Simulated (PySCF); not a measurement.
pyrazole (C₃H₄N₂), SMILES c1cn[nH]c1. Atoms are numbered in the order given.

```xyz
9

C     -0.9885     0.6849     0.0000
C      0.3663     1.1042     0.0000
N      1.2022     0.0691     0.0000
N      0.4045    -1.0077     0.0000
C     -0.9197    -0.6981     0.0000
H     -1.8845     1.3004     0.0000
H      0.7605     2.1201     0.0000
H      0.8200    -1.9312     0.0000
H     -1.6913    -1.4649     0.0000
```

Geometry optimised at B3LYP-D3(BJ)/def2-SVP.

The numbers are results of B3LYP-D3(BJ)/def2-SVP (PySCF), not measurements.

No scaling factor is applied to the harmonic values.

Computed harmonic wavenumbers and intensities:
```csv
mode,ν (cm⁻¹),IR (km/mol),moving atoms (share of kinetic energy)
1,574,51.9,"H 52 %, N 43 %"
2,641,0.2,"C 59 %, H 39 %"
3,701,22.8,"N 45 %, H 33 %, C 21 %"
4,756,70.4,"H 81 %, C 17 %"
5,854,7.9,"H 80 %, C 20 %"
6,909,1.8,"H 72 %, C 28 %"
7,926,9.6,"C 69 %, N 19 %, H 12 %"
8,942,4.4,"N 43 %, C 33 %, H 24 %"
9,1044,7.6,"H 67 %, C 17 %, N 16 %"
10,1052,40.6,"H 64 %, N 27 %, C 9 %"
11,1147,16.6,"H 55 %, C 32 %, N 13 %"
12,1200,2.7,"N 48 %, C 31 %, H 22 %"
13,1285,3.7,"H 59 %, N 22 %, C 20 %"
14,1398,2.5,"C 36 %, N 34 %, H 30 %"
15,1437,14.0,"C 73 %, H 16 %, N 12 %"
16,1489,4.9,"C 38 %, H 31 %, N 31 %"
17,1575,6.1,"C 62 %, H 24 %, N 14 %"
18,3236,3.5,"H 91 %, C 9 %"
19,3254,0.6,"H 91 %, C 9 %"
20,3272,0.1,"H 90 %, C 10 %"
21,3651,87.1,H 93 %
```
